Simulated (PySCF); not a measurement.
Simulation results for CH₄BClO, C₂H₅BO, AlB₂H₄

Calculation on a computer-drawn molecule: optimised geometry and harmonic frequencies of an isolated molecule of the commonest isotopes, restricted reference for singlets and unrestricted otherwise, frozen core in MP2. Program: PySCF 2.14.0.

Common to all runs: charge 0.

```yaml
- entry: 1
  formula: CH4BClO
  start_structure:
    atoms_angstrom:
      - [C, -1.5927, -0.1702, 0.288]
      - [B, -0.4943, -0.9167, -0.6035]
      - [O, -0.6838, -1.154, -1.9395]
      - [Cl, 1.0342, -1.3318, 0.0223]
      - [H, -1.2172, 0.7859, 0.674]
      - [H, -1.7869, -0.7525, 1.1063]
      - [H, -2.4998, 0.1255, -0.2369]
      - [H, -1.4572, -0.9481, -2.3495]
  given:
    multiplicity: 1
    method: HF
    basis: "cc-pV(D+d)Z"
    drawn_bonds_atom: [1, 2, 2, 1, 1, 1, 3]
    drawn_bonds_other_atom: [2, 3, 4, 5, 6, 7, 8]
    drawn_bonds_order: [1, 1, 1, 1, 1, 1, 1]
  results:
    optimised_atom_element: [C, B, O, Cl, H, H, H, H]
    "optimised_atom_x [angstrom]": [-1.58, -0.5096, -0.666, 1.058, -1.17, -1.816, -2.511, -1.504]
    "optimised_atom_y [angstrom]": [-0.1532, -0.8708, -1.168, -1.344, 0.7832, -0.7739, 0.07227, -0.9068]
    "optimised_atom_z [angstrom]": [0.2611, -0.6444, -1.944, 0.06839, 0.6509, 1.13, -0.2657, -2.295]
    "modes_frequency [cm^-1]": [86.68, 308.0, 400.8, 472.9, 595.4, 640.9, 914.8, 964.2, 1011, 1263, 1412, 1478, 1557, 1567, 3171, 3246, 3249, 4162]
    "modes_reduced_mass [dalton]": [1.051, 3.215, 5.427, 2.467, 1.095, 4.563, 1.802, 1.758, 1.506, 1.831, 2.579, 1.878, 1.048, 1.133, 1.039, 1.1, 1.101, 1.066]
    "rotational_constants [GHz]": [8.697, 4.511, 3.025]
    "total_energy [hartree]": -599.3736
    "convergence_status_largest_gradient_component [hartree/bohr]": 2.306e-05
- entry: 2
  formula: C2H5BO
  start_structure:
    atoms_angstrom:
      - [C, -2.222, -0.4408, -0.7412]
      - [B, -1.6832, 0.0061, 0.4804]
      - [O, -1.2959, 0.438, 1.5571]
      - [C, -0.9319, 1.7279, 1.9855]
      - [H, -3.2547, -0.6263, -0.9103]
      - [H, -1.5348, -0.7892, -1.4823]
      - [H, 0.0717, 1.8078, 2.2951]
      - [H, -1.2028, 2.4609, 1.1969]
      - [H, -1.6209, 2.0142, 2.8428]
  given:
    multiplicity: 1
    method: HF
    basis: cc-pVDZ
    drawn_bonds_atom: [1, 2, 3, 1, 1, 4, 4, 4]
    drawn_bonds_other_atom: [2, 3, 4, 5, 6, 7, 8, 9]
    drawn_bonds_order: [2, 1, 1, 1, 1, 1, 1, 1]
  results:
    optimised_atom_element: [C, B, O, C, H, H, H, H, H]
    "optimised_atom_x [angstrom]": [-2.189, -1.707, -1.255, -0.9908, -3.251, -1.52, 0.0598, -1.216, -1.606]
    "optimised_atom_y [angstrom]": [-0.4539, -0.02846, 0.3791, 1.741, -0.5392, -0.7375, 1.832, 2.383, 2.022]
    "optimised_atom_z [angstrom]": [-0.7144, 0.5175, 1.669, 1.978, -0.9089, -1.518, 2.244, 1.128, 2.829]
    "modes_frequency [cm^-1]": [81.73, 201.8, 319.1, 394.3, 566.0, 729.6, 860.6, 875.9, 1181, 1276, 1301, 1464, 1582, 1595, 1605, 1892, 3212, 3308, 3311, 3315, 3393]
    "modes_reduced_mass [dalton]": [1.143, 3.366, 1.299, 1.607, 7.156, 1.244, 1.98, 4.419, 4.72, 1.256, 1.393, 1.214, 1.161, 1.046, 1.045, 8.17, 1.03, 1.061, 1.109, 1.109, 1.111]
    "rotational_constants [GHz]": [39.21, 4.199, 3.991]
    "total_energy [hartree]": -178.1831
    "convergence_status_largest_gradient_component [hartree/bohr]": 2.588e-05
- entry: 3
  formula: AlB2H4
  start_structure:
    atoms_angstrom:
      - [B, 0.2962, 1.512, -1.5956]
      - [Al, 0.3597, -0.4754, -1.05]
      - [B, -1.4257, -1.6005, -0.6222]
      - [H, 0.2581, 2.6597, -1.9106]
      - [H, 1.8044, -1.1311, -0.9626]
      - [H, -2.031, -2.2037, -1.4712]
      - [H, -1.8886, -1.6836, 0.4868]
  given:
    multiplicity: 2
    method: MP2
    basis: "cc-pV(D+d)Z"
    drawn_bonds_atom: [1, 2, 1, 2, 3, 3]
    drawn_bonds_other_atom: [2, 3, 4, 5, 6, 7]
    drawn_bonds_order: [1, 1, 1, 1, 1, 1]
  results:
    optimised_atom_element: [B, Al, B, H, H, H, H]
    "optimised_atom_x [angstrom]": [0.2914, 0.373, -1.42, 0.2325, 1.821, -2.032, -1.893]
    "optimised_atom_y [angstrom]": [1.494, -0.489, -1.589, 2.649, -1.133, -2.19, -1.663]
    "optimised_atom_z [angstrom]": [-1.59, -1.048, -0.6257, -1.904, -0.9646, -1.479, 0.4865]
    "modes_frequency [cm^-1]": [121.0, 132.4, 324.5, 355.5, 496.9, 540.7, 575.4, 661.0, 732.8, 875.1, 1192, 1938, 2604, 2681, 2753]
    "modes_reduced_mass [dalton]": [1.082, 3.106, 1.263, 1.081, 1.052, 4.589, 1.305, 4.612, 1.469, 1.376, 1.128, 1.042, 1.055, 1.12, 1.1]
    "rotational_constants [GHz]": [22.69, 5.285, 4.445]
    "total_energy [hartree]": -293.6880
    spin_squared: 0.7599
    "convergence_status_largest_gradient_component [hartree/bohr]": 9.88e-06
```
